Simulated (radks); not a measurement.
Results of a calculation; reference values are marked as such.
The hydrogen anion H-, [He], held by a Watson sphere: a shell of charge +1 at radius R that stands for the Madelung well of a crystal (potential energy -1/R inside, -1/r outside, in hartree with lengths in bohr). Level of theory: scalar-relativistic Kohn-Sham, LDA (Slater exchange, Perdew-Wang correlation), spin-polarised, spherical densities, finite nucleus; Fermi nuclear charge, rms radius of each element as measured or else 0.836 A^(1/3) + 0.57 fm (a radial shooting solver on a logarithmic mesh with Libxc functionals). Response by self-consistent Sternheimer equations with the Hartree and adiabatic LDA kernel, the relativistic mass of each level held fixed and spin-orbit coupling left out. The sphere does not respond.

\begin{tabular}{lrrrrr}
R (bohr) & e(1s) (eV) & <r> 1s (bohr) & sum of <r^2> (bohr^2) & X-ray form factor at sin(theta)/lambda = 0.2 1/angstrom & alpha (bohr^3) \\ \hline
1.54 & -7.976 & 1.654 & 7.240 & 0.840 & 10.79 \\
1.56 & -7.919 & 1.662 & 7.310 & 0.834 & 10.99 \\
2.12 & -6.580 & 1.864 & 9.243 & 0.701 & 17.42 \\
2.23 & -6.363 & 1.899 & 9.612 & 0.682 & 18.85 \\
2.24 & -6.344 & 1.902 & 9.645 & 0.680 & 18.99 \\
2.73 & -5.511 & 2.041 & 11.23 & 0.613 & 26.08 \\
2.88 & -5.291 & 2.079 & 11.69 & 0.598 & 28.47 \\
3.02 & -5.098 & 2.113 & 12.12 & 0.585 & 30.79 \\
\end{tabular}
